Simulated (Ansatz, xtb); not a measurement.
## Two isomers of C4H5FO3

Structure I: `C[C@@]1(F)COC(=O)O1`, a singlet. Structure II: `C[C@@H]1OC(=O)O[C@H]1F`, a singlet. Both are isolated molecules in the gas phase, relaxed with B3LYP-D3(BJ)/def2-SVP; the shapes shown needn't be the lowest conformers.

I (Å):

```yaml
atoms:
  - { symbol: C, position_ang: [-0.4034, 0.1480, 0.0391] }
  - { symbol: C, position_ang: [-0.9761, -0.8563, 1.0056] }
  - { symbol: C, position_ang: [-0.6470, -2.3362, 0.7645] }
  - { symbol: C, position_ang: [-0.3134, -1.8344, 2.9571] }
  - { symbol: F, position_ang: [-2.3479, -0.7122, 1.0407] }
  - { symbol: O, position_ang: [-0.4568, -2.8508, 2.0753] }
  - { symbol: O, position_ang: [-0.0590, -1.9460, 4.1090] }
  - { symbol: O, position_ang: [-0.4907, -0.6410, 2.3056] }
  - { symbol: H, position_ang: [-0.7102, 1.1579, 0.3447] }
  - { symbol: H, position_ang: [-0.7859, -0.0482, -0.9732] }
  - { symbol: H, position_ang: [0.6937, 0.0923, 0.0324] }
  - { symbol: H, position_ang: [0.2752, -2.4658, 0.1763] }
  - { symbol: H, position_ang: [-1.4831, -2.8534, 0.2762] }
```

II (Å):

```csv
atom,x (Å),y (Å),z (Å)
C,-0.1704,-0.2294,0.5537
C,-1.2596,-0.1778,-0.4994
C,-0.8170,-1.2388,-2.4775
C,-1.0100,0.8529,-1.6114
F,-2.1815,1.4495,-1.9856
O,-1.3127,-1.4080,-1.2335
O,-0.6460,-2.0880,-3.2854
O,-0.5144,0.0905,-2.6659
H,-0.3364,-1.0801,1.2292
H,-0.1702,0.6967,1.1492
H,0.8192,-0.3461,0.0845
H,-2.2516,-0.0046,-0.0582
H,-0.2878,1.6442,-1.3608
```

Problem. Estimate E(II) − E(I) at the level CCSD(T)/def2-SVP + ΔMP2/def2-TZVPP.

Solution. CCSD(T)/def2-SVP + ΔMP2/def2-TZVPP gives E(II) − E(I) = +1.82 kcal/mol, slightly favouring structure I, which is too small a margin to settle the true order.

How the difference moves with the method:

```csv
level,geometry,E(II) − E(I) (kcal/mol),departure from the last row (kcal/mol),"job, with rough time for the two"
GFN2-xTB,GFN2-xTB,+1.26,−0.55,"optimisation, 0.17 s"
HF/STO-3G,GFN2-xTB,+2.33,+0.51,"single point, 0.6 s"
r2SCAN-D4/def2-SVP,GFN2-xTB,+2.25,+0.43,"single point, 6.6 s"
B3LYP-D3(BJ)/def2-SVP,B3LYP-D3(BJ)/def2-SVP,+1.95,+0.13,"optimisation, 75 s"
HF/def2-SVP,B3LYP-D3(BJ)/def2-SVP,+2.22,+0.41,part of the CCSD(T) run
MP2/def2-SVP,B3LYP-D3(BJ)/def2-SVP,+2.10,+0.29,part of the CCSD(T) run
CCSD(T)/def2-SVP,B3LYP-D3(BJ)/def2-SVP,+2.18,+0.36,single point
CCSD(T)/def2-SVP + ΔMP2/def2-TZVPP,B3LYP-D3(BJ)/def2-SVP,+1.82,,"single point, 2.5 min"
```

As drawn, both hold the same kinds of bond in the same numbers.

The largest departure from CCSD(T)/def2-SVP + ΔMP2/def2-TZVPP is that of GFN2-xTB, 0.55 kcal/mol. The last row adds to CCSD(T) the change of the MP2 difference between the two basis sets, here −0.36 kcal/mol.

With thermal terms from frequencies at re-optimised GFN2-xTB minima (ideal gas, soft modes damped towards free rotors, one conformer each, 298.15 K, 1 atm): the zero-point term adds +0.39 kcal/mol; ΔH is +2.16 and ΔG +2.11 kcal/mol.

The correlated steps freeze 8 core orbitals. Run with Ansatz 0.2.0, xtb 6.7.1; the last row on 2 threads of Arm Neoverse V1 on a shared host.
